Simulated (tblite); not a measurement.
A tight-binding relaxation on `C[C@@H]1C[C@]12C[C@H](S(=O)(=O)[O-])C2`.

Computed with GFN2-xTB geometry optimisation, gas phase (tblite 0.8.0). Start geometry: from a force field or distance geometry. The command runs a driver script over a list of jobs; the input below is this job's line of settings and its coordinates in Å.

Command:
```bash
OMP_NUM_THREADS=1 python probes_run.py task.json out
```

Input:
```
{"job": {"kind": "relax", "xc": "GFN2-xTB", "basis": "xTB"}, "charge": -1, "multiplicity": 1}
C      2.532900    -0.885000     0.559700
C      1.649900    -0.259600    -0.521500
C      1.569400     1.243800    -0.328600
C      0.370100     0.380700    -0.221600
C     -0.446300     0.175800     1.003600
C     -1.661500     0.505700     0.106100
S     -2.798600    -0.828400    -0.064000
O     -2.071800    -2.044100    -0.532600
O     -3.817200    -0.390200    -1.073400
O     -3.609300    -1.130200     1.386200
C     -0.774100     0.576700    -1.124200
H      3.008000    -0.073600     1.169800
H      3.350200    -1.438800     0.091800
H      1.957700    -1.554800     1.233200
H      1.804900    -0.637500    -1.538300
H      2.026000     1.682400     0.563800
H      1.617800     1.786600    -1.304400
H     -0.550200    -0.838600     1.427800
H     -0.350800     0.937300     1.797800
H     -2.160900     1.434600     0.406900
H     -0.719100     1.609000    -1.573900
H     -0.937300    -0.232200    -1.865800
```

**Question.** Estimate the output.

**Answer.** 
```
step      E/eV     max force
  0    -985.27319    6.705
  1    -986.30390    2.943
  2    -986.45946    3.521
  3    -986.55603    0.694
  4    -986.60494    0.497
  5    -986.65587    0.482
  6    -986.67626    0.410
  7    -986.70552    0.440
  8    -986.72092    0.302
  9    -986.73516    0.267
... (117 lines left out)
127    -986.93070    0.046
128    -986.93101    0.039
129    -986.93125    0.029
130    -986.93141    0.022
131    -986.93152    0.018
132    -986.93160    0.019
133    -986.93167    0.016
134    -986.93172    0.014
135    -986.93176    0.011
136    -986.93178    0.008
```

«max force» is the largest atomic force in eV/Å.

**Question.** From which step on does the largest force stay under 0.1 eV/Å, and how much energy is left to gain from there?

**Answer.** From step 112 (0.056 eV/Å), 9.2 meV above the end.

Summary of the converged run: energy lowered by 38.2 kcal/mol over 136 steps; largest atomic force 0.008 eV/Å at the end.

**Question.** Where do the atoms end?

**Answer.** 0.576 Å rms from the input after alignment:
```
atom  x, y, z in Å
C1     2.0336   -1.1895    0.5017
C2     1.5448   -0.2224   -0.5437
C3     1.7424    1.2635   -0.3986
C4     0.3786    0.6593   -0.2412
C5    -0.4759    0.6300    1.0146
C6    -1.7001    0.6044    0.1115
S7    -2.3186   -1.1274    0.0570
O8    -1.1396   -1.9654   -0.1490
O9    -3.2555   -1.1484   -1.0654
O10   -2.9508   -1.3240    1.3613
C11   -0.8438    0.8518   -1.1222
H12    2.1214   -0.6982    1.4686
H13    3.0038   -1.6074    0.2300
H14    1.3033   -1.9932    0.5826
H15    1.5832   -0.6193   -1.5519
H16    2.2393    1.6261    0.4918
H17    1.9539    1.8500   -1.2830
H18   -0.3959   -0.2735    1.6164
H19   -0.3704    1.5142    1.6498
H20   -2.5440    1.2518    0.3229
H21   -0.9289    1.8473   -1.5678
H22   -0.9911    0.0895   -1.8868
```

**Question.** Estimate the wall time. Hardware: an Arm Neoverse V1 with one thread, shared host.

**Answer.** About 1.3 s.
Labels such as C1 count atoms from 1, the log's own numbers from 0.
